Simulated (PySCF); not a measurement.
## Basis-set dependence of population analyses: `C#C[B@@H-](C)[N+]#C`

C4H6BN.
Cartesian coordinates in Å at the PBE0-D3(BJ)/def2-SVP level; atoms count from 1:
```xyz
12
C4H6BN angstrom
C      2.3817   -1.0644    0.5088
C      1.3041   -0.7083    0.0675
B     -0.0940   -0.2608   -0.4923
C     -1.3802   -0.7452    0.3612
N     -0.0763    1.3119   -0.4637
C     -0.0765    2.4581   -0.4440
H      3.3281   -1.3972    0.8937
H     -0.2049   -0.4865   -1.6954
H     -2.3284   -0.3551   -0.0422
H     -1.3128   -0.4735    1.4268
H     -1.4277   -1.8440    0.3076
H     -0.0709    3.5380   -0.4353
```

PBE0 throughout (PySCF), one geometry, spherical d and f functions. Isolated species at its PBE0-D3(BJ)/def2-SVP geometry, gas phase. The first 7 of 10 kinds of atom are listed.

Mulliken charges (e):

| basis | functions | C1 | C2 | B3 | C4 | N5 | C6 | H7 |
| --- | --- | --- | --- | --- | --- | --- | --- | --- |
| STO-3G | 36 | -0.183 | -0.138 | +0.156 | -0.310 | -0.088 | +0.122 | +0.097 |
| 6-31G | 66 | -0.395 | -0.081 | +0.348 | -0.653 | -0.224 | +0.010 | +0.239 |
| pcSseg-0 | 66 | -0.385 | -0.293 | +0.605 | -0.958 | -0.366 | +0.091 | +0.260 |
| 6-31G* | 96 | -0.378 | +0.019 | +0.134 | -0.669 | -0.129 | +0.037 | +0.206 |
| cc-pVDZ | 114 | -0.291 | +0.117 | -0.044 | -0.155 | +0.113 | +0.086 | -0.003 |
| def2-SVP | 114 | -0.251 | +0.087 | -0.101 | -0.166 | +0.196 | +0.001 | +0.025 |
| aug-cc-pVDZ | 192 | +0.714 | -0.423 | +0.159 | +0.592 | +0.452 | -0.364 | -0.517 |
| 6-311+G(2d,p) | 198 | -0.528 | +0.178 | +0.230 | -0.605 | +0.118 | -0.173 | +0.149 |
| def2-TZVP | 222 | -0.316 | -0.040 | -0.097 | -0.445 | +0.218 | -0.095 | +0.160 |
| cc-pVTZ | 264 | -0.138 | -0.185 | -0.067 | -0.377 | +0.177 | -0.037 | +0.141 |
| IGLO-III | 270 | -0.274 | -0.175 | +0.342 | -0.498 | -0.286 | +0.255 | +0.129 |

IAO charges (e):

```json
{"basis": "STO-3G", "functions": "36", "C1": "-0.197", "C2": "-0.131", "B3": "-0.085", "C4": "-0.493", "N5": "+0.069", "C6": "+0.081", "H7": "+0.145"}
{"basis": "6-31G", "functions": "66", "C1": "-0.264", "C2": "-0.115", "B3": "-0.079", "C4": "-0.545", "N5": "+0.074", "C6": "+0.055", "H7": "+0.187"}
{"basis": "pcSseg-0", "functions": "66", "C1": "-0.251", "C2": "-0.110", "B3": "-0.101", "C4": "-0.536", "N5": "+0.078", "C6": "+0.072", "H7": "+0.178"}
{"basis": "6-31G*", "functions": "96", "C1": "-0.256", "C2": "-0.120", "B3": "-0.074", "C4": "-0.528", "N5": "+0.071", "C6": "+0.066", "H7": "+0.183"}
{"basis": "cc-pVDZ", "functions": "114", "C1": "-0.266", "C2": "-0.115", "B3": "-0.082", "C4": "-0.527", "N5": "+0.080", "C6": "+0.060", "H7": "+0.186"}
{"basis": "def2-SVP", "functions": "114", "C1": "-0.260", "C2": "-0.111", "B3": "-0.089", "C4": "-0.517", "N5": "+0.084", "C6": "+0.069", "H7": "+0.180"}
{"basis": "aug-cc-pVDZ", "functions": "192", "C1": "-0.278", "C2": "-0.113", "B3": "-0.079", "C4": "-0.543", "N5": "+0.080", "C6": "+0.059", "H7": "+0.192"}
{"basis": "6-311+G(2d,p)", "functions": "198", "C1": "-0.278", "C2": "-0.114", "B3": "-0.080", "C4": "-0.545", "N5": "+0.078", "C6": "+0.061", "H7": "+0.193"}
{"basis": "def2-TZVP", "functions": "222", "C1": "-0.277", "C2": "-0.115", "B3": "-0.078", "C4": "-0.546", "N5": "+0.077", "C6": "+0.061", "H7": "+0.193"}
{"basis": "cc-pVTZ", "functions": "264", "C1": "-0.275", "C2": "-0.115", "B3": "-0.078", "C4": "-0.546", "N5": "+0.077", "C6": "+0.060", "H7": "+0.192"}
{"basis": "IGLO-III", "functions": "270", "C1": "-0.278", "C2": "-0.115", "B3": "-0.079", "C4": "-0.547", "N5": "+0.077", "C6": "+0.060", "H7": "+0.194"}
```

Hirshfeld charges (e):

| basis | functions | C1 | C2 | B3 | C4 | N5 | C6 | H7 |
| --- | --- | --- | --- | --- | --- | --- | --- | --- |
| STO-3G | 36 | -0.138 | -0.137 | +0.058 | -0.111 | +0.058 | +0.133 | +0.063 |
| 6-31G | 66 | -0.160 | -0.131 | +0.032 | -0.176 | +0.051 | +0.139 | +0.083 |
| pcSseg-0 | 66 | -0.150 | -0.134 | +0.021 | -0.187 | +0.067 | +0.155 | +0.080 |
| 6-31G* | 96 | -0.158 | -0.132 | +0.028 | -0.176 | +0.044 | +0.144 | +0.084 |
| cc-pVDZ | 114 | -0.153 | -0.133 | +0.026 | -0.191 | +0.054 | +0.152 | +0.080 |
| def2-SVP | 114 | -0.151 | -0.131 | +0.021 | -0.196 | +0.056 | +0.157 | +0.079 |
| aug-cc-pVDZ | 192 | -0.151 | -0.130 | +0.032 | -0.204 | +0.027 | +0.157 | +0.079 |
| 6-311+G(2d,p) | 198 | -0.151 | -0.134 | +0.033 | -0.195 | +0.022 | +0.161 | +0.081 |
| def2-TZVP | 222 | -0.152 | -0.131 | +0.030 | -0.199 | +0.030 | +0.159 | +0.080 |
| cc-pVTZ | 264 | -0.152 | -0.130 | +0.029 | -0.200 | +0.036 | +0.158 | +0.080 |
| IGLO-III | 270 | -0.151 | -0.130 | +0.030 | -0.203 | +0.027 | +0.158 | +0.080 |

Problem. Which scheme is steadiest as the basis changes?

Solution. Largest range over the bases for any column: IAO 0.08 e, Hirshfeld 0.09 e, Mulliken 1.55 e. IAO charges move least and Mulliken charges most, counted in e. Without the minimal STO-3G basis the ranges are IAO 0.03, Hirshfeld 0.04, Mulliken 1.55 e.

Problem. How much do the charges still move between the two largest bases, cc-pVTZ and IGLO-III?

Solution. At most, over all atoms: Mulliken 0.463 e, IAO 0.003 e, Hirshfeld 0.009 e.

Problem. What do the same runs give for the total energy, the frontier levels and the dipole moment?

Solution. 
```csv
basis,energy (Eh),HOMO (eV),LUMO (eV),μ (D)
STO-3G,-232.3352,-4.58,1.02,5.87
6-31G,-235.1843,-6.49,-1.02,6.04
pcSseg-0,-234.7366,-6.80,-1.30,6.21
6-31G*,-235.2383,-6.43,-0.95,6.02
cc-pVDZ,-235.2597,-6.62,-1.12,5.99
def2-SVP,-235.0749,-6.68,-1.21,6.03
aug-cc-pVDZ,-235.2706,-6.81,-1.46,6.00
"6-311+G(2d,p)",-235.3124,-6.83,-1.46,6.03
def2-TZVP,-235.3320,-6.80,-1.37,6.04
cc-pVTZ,-235.3269,-6.77,-1.32,6.03
IGLO-III,-235.3368,-6.82,-1.45,6.03
```

The dipole is fixed by the density alone, so its range of 0.34 D shows that the density itself changes with the basis, not only its division among atoms.
